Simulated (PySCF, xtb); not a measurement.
Si(H)(Me)(OH)(NH2) (CH7NOSi), SMILES C[SiH](N)O.

xtb 6.7.1 with GFN2-xTB at its own geometry gives an orbital gap of 7.03 eV and a dipole moment of 1.60 D.

Geometry: PBE-D3(BJ)/def2-SVP. This is a generated structure with no PubChem entry under its InChIKey; it may be hypothetical. Other conformers were not sampled.

**Question.** What does PBE/def2-TZVP (PySCF) give? (An estimate is asked for; the answer gives what the named calculation found.)

**Answer.** gap 6.01 eV (levels -6.06 and -0.05 eV), dipole 2.18 D.
